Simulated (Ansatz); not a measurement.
Coupled-cluster diagnostics for B4H⁺, Ansatz.

Geometry of the singlet (r2SCAN-D4/def2-TZVP):

Cartesian coordinates in Å:
```
B -0.977 0.528 -0.641
B 0.237 -0.128 0.148
B 1.640 -0.033 0.906
B 0.975 -1.380 0.810
H -1.876 1.013 -1.223
```

Correlated methods freeze 4 core orbitals. Another isomer (triplet) lies 0.41 eV lower at PBE0-D4/def2-TZVP; other spin states weren't run for this one.

Problem. Estimate the CCSD(T) correlation energy, the shares of MP2 and (T), T1 and the reference's ⟨S²⟩ for: charge 1, singlet, own geometry in def2-TZVPP; and the rough time on 4 threads of Arm Neoverse V1 on a shared host.

Solution. 
```
                          state       basis  correlation (eV)  MP2 share (%)  (T) share (%)     T1  ⟨S²⟩ (pure)  wall time                            remarks
charge 1, singlet, own geometry  def2-TZVPP           -10.783           86.4            8.0  0.041  0.00 (0.00)      3.5 s  large T1, restricted SCF unstable
```
Customary marks for T1 are 0.02 (closed shells), 0.045 (open shells) and about 0.05 (3d metals). T1 exceeds 0.02 in 1 of 1 rows and 0.045 in 0; the higher it lies, the less the single-reference result can be trusted.
